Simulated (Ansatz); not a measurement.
`O[SiH2][Si](F)(Cl)Cl` + HI → `F[Si](Cl)(Cl)I` + `O[SiH3]` at 600 K and 1 bar (cleavage of the Si–Si bond).

Computed with Ansatz on PBE0-D4/def2-TZVP structures; ΔE is electronic, products minus reactants. CBS: MP2 limit from def2 TZ/QZ plus the TZ coupled-cluster correction, frozen cores. Elements past krypton have def2 core potentials. For I outer-core shells are correlated without core-valence functions, which leaves a few kJ/mol of doubt a bond. Each species was taken in one conformer, which may not be the lowest.

| species | CCSD(T)/CBS energy (Eh) | H − E (kJ/mol) | S (J/(mol·K)) |
| --- | --- | --- | --- |
| `O[SiH2][Si](F)(Cl)Cl` | -1674.70305 | 173.1 | 513.0 |
| HI | -298.03592 | 31.6 | 227.0 |
| `F[Si](Cl)(Cl)I` | -1606.08071 | 69.2 | 428.8 |
| `O[SiH3]` | -366.69042 | 135.7 | 307.9 |

H − E and S are ideal-gas, rigid-rotor, harmonic terms from PBE0-D4/def2-TZVP, for one conformer and one mirror image of each species. 1 Eh = 2625.50 kJ/mol, R = 8.31446 J/(mol·K).

Question: By hand: ΔE, ΔH, ΔS and ΔG.

Answer: ΔE = (-1606.08071) + (-366.69042) − (-1674.70305) − (-298.03592) = -0.03216 Eh = -84.4 kJ/mol. Δ(H − E) = 69.2 + 135.7 − 173.1 − 31.6 = 0.2, so ΔH = -84.2 kJ/mol. ΔS = 428.8 + 307.9 − 513.0 − 227.0 = -3.3 J/(mol·K). ΔG = -84.2 − 600 × (-3.3)/1000 = -82.2 kJ/mol.

Question: By hand: the equilibrium constant, and the temperature at which ΔG would vanish if ΔH and ΔS stayed fixed.

Answer: log₁₀ K = −ΔG/(RT ln 10) = 7.2. ΔG = 0 at ΔH/ΔS = 25515 K, far beyond where these terms or the molecules hold.

The number of gas molecules stays the same, so ΔS is small and ΔH decides. A doubt of 5 kJ/mol in ΔE shifts log₁₀ K by 0.4 here. Other conformers and mirror images would add mixing entropy, several J/(mol·K) or more a flexible species. Modes under 60 cm⁻¹, often nearly free rotors, make the harmonic entropy too high. These are equilibria of isolated gas molecules and say nothing of rates. Largest T1 diagnostic: 0.011 (customary marks: 0.02 for closed shells, 0.045 for open ones).
